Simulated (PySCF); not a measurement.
Si(F)(H)2(SMe) (CH₅FSSi), SMILES S([SiH2]F)C.

Geometry: B3LYP-D3(BJ)/def2-SVP. One conformer was computed; it need not be the lowest.

These are ωB97X/def2-TZVP (PySCF) values and carry that method's errors.

Isolated molecule, no solvent.

- total energy = -828.77248 hartree
- highest occupied level = -9.75 eV
- lowest empty level = 2.10 eV
- orbital gap = 11.84 eV
- dipole moment = 1.69 D
- quadrupole, principal values (traceless, Buckingham form, about the centre of nuclear charge) = -6.80, -0.75, 7.54 D·Å
- mean static polarisability = 55.6 bohr³ (8.25 Å³)
- polarisability, principal values = 44.8, 54.1, 68.1 bohr³
